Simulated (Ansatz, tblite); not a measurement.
Adding an electron: the cluster Mg₃Zn⁺. The state is a doublet with charge 1. Geometry: PBE/def2-TZVP. Ansatz, gas phase; energy differences of separate SCF runs; the reduced species is a singlet (the triplet lies 0.47 eV higher at PBE0/def2-TZVP).

Cartesian coordinates in Å:
```
Mg -1.461 0.198 -0.770
Mg -1.029 0.569 2.321
Mg 1.239 -0.447 -2.244
Zn 1.250 -0.320 0.693
```

The xTB rows come from tblite. The structure comes from a short search, and lower isomers may exist.

```csv
level,−HOMO (eV),−LUMO (eV),vertical EA (eV),HOMO–LUMO gap (eV)
GFN1-xTB,–,–,12.17,–
GFN2-xTB,–,–,7.31,–
PBE/def2-TZVP,7.92,7.19,5.37,0.73
r2SCAN/def2-TZVP,8.10,6.62,5.16,1.47
PBE0/def2-TZVP,8.47,6.54,5.28,1.93
```

  HOMO and LUMO are the levels of the spin that leaves or enters (xTB has no such levels and no spin-polarisation term). Other spin states of the ions may lie lower, which would lower the ionisation energy or raise the affinity. Raw xTB energy differences between charge states are shifted by several eV; the methods need an empirical correction for them.
